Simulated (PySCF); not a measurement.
Species: C5H6NO2 (doublet state).
Numbering: `[O:1]=[CH:2][NH:3][C:4]1=[CH:5][C:6]([OH:7])[CH2:8]1` (hydrogens: H9 on C2; H10 on N3; H11 on C5; H12 on O7; H13, H14 on C8)

Geometry (GFN2-xTB, Å), atoms numbered from 1 in this order:
```xyz
14
C5H6NO2 angstrom
O      2.026   -0.569   -1.747
C      2.338   -0.744   -0.590
N      1.521   -0.536    0.485
C      0.236   -0.099    0.415
C     -0.783    0.183    1.338
C     -1.668    0.536    0.341
O     -2.946    0.953    0.314
C     -0.655    0.269   -0.756
H      3.334   -1.097   -0.275
H      1.883   -0.716    1.413
H     -0.848    0.141    2.408
H     -3.225    1.092   -0.599
H     -0.329    1.134   -1.331
H     -0.885   -0.548   -1.438
```

The hyperfine couplings belong to this conformer and change with its torsions.

The calculation used UKS B3LYP, pcH-1 on C H N O, non-relativistic, mean-field spin-orbit, GIAO in PySCF. Isolated species at its GFN2-xTB geometry (one conformer only). Couplings are sensitive to structure, and on GFN2-xTB geometries they can be far from those on DFT ones. Stability of the SCF solution: not tested.

(1) Match the computed a_iso(17O) values -12.1, -7.6 MHz with the sites O1; O7.

(2) The isotropic 13C couplings are +61.8, +53.7, -43.0, -25.8, +5.5 MHz. Assign them to C2; C4; C5; C6; C8.

(3) The isotropic 1H couplings, averaged over equivalent nuclei, are +12.9, -10.6, +8.6, -6.5, -0.8 MHz. Assign them to H9; H10; H11; H12; H13/H14.

## Answers

(1) 
```
site  a_iso (MHz)  ρ(0) (bohr⁻³)         position  distance from C4 (Å)  spin population  largest |T| (MHz)
  O1         -7.6        +0.0126  3 bonds from C4                  2.85            +0.10               32.4
  O7        -12.1        +0.0200   1 bond from C6                  3.35            +0.07               38.1
```

(2) 
| site | a_iso (MHz) | ρ(0) (bohr⁻³) | position | distance from C4 (Å) | spin population | largest \|T\| (MHz) |
| --- | --- | --- | --- | --- | --- | --- |
| C2 | +5.5 | +0.0049 | 2 bonds from C4 | 2.42 | +0.09 | 15.7 |
| C4 | +61.8 | +0.0550 | largest spin population | 0.00 | +0.57 | 100.0 |
| C5 | -43.0 | -0.0383 | 1 bond from C6 | 1.40 | -0.21 | 23.0 |
| C6 | +53.7 | +0.0478 | a main spin site | 2.01 | +0.47 | 86.1 |
| C8 | -25.8 | -0.0230 | 1 bond from C4 | 1.52 | -0.06 | 2.1 |

(3) 
| site | a_iso (MHz) | ρ(0) (bohr⁻³) | position | distance from C4 (Å) | bound to | spin population there | largest \|T\| (MHz) |
| --- | --- | --- | --- | --- | --- | --- | --- |
| H9 | -10.6 | -0.0024 | 3 bonds from C4 | 3.33 | C2 | +0.09 | 6.7 |
| H10 | -0.8 | -0.0002 | 2 bonds from C4 | 2.02 | N3 | -0.03 | 4.8 |
| H11 | +8.6 | +0.0019 | 2 bonds from C6, on C5 of spin population -0.21 | 2.28 | C5 | -0.21 | 3.7 |
| H12 | -6.5 | -0.0015 | 2 bonds from C6 | 3.80 | O7 | +0.07 | 12.7 |
| H13/H14 | +12.9 | +0.0029 | 2 bonds from C4 | 2.21 | C8 | -0.06 | 5.3 |

ρ(0) is the spin density at the nucleus and T the dipolar tensor; entries for several nuclei are means. Largest spin populations (Mulliken): C4 (+0.57), C6 (+0.47), C5 (-0.21) and O1 (+0.10). The angles at C4 add up to 360.0°, so it is planar. Main spin sites, with 60 % or more of the largest population: C4, C6; positions count bonds from the nearest.

The spin density at the nucleus, in bohr⁻³, is negative for C5 (-0.0383), C8 (-0.0230) and N3 (-0.0183), for instance. A restricted open-shell determinant has no negative spin density anywhere; here it arises because α and β orbitals differ (spin polarisation).

Class means assume fast exchange of nuclei equivalent by connectivity; if that motion is slow, each nucleus keeps its own coupling.

C6, the radical centre as drawn in `O=CNC1=C[C](O)C1`, holds a spin population of +0.47 out of 1.

Time: 66 s wall (grids of density and orbitals included); peak memory 0.97 GiB. Hardware: Arm Neoverse V2, one thread, shared host with 96 logical CPUs at a one-minute load of 54.
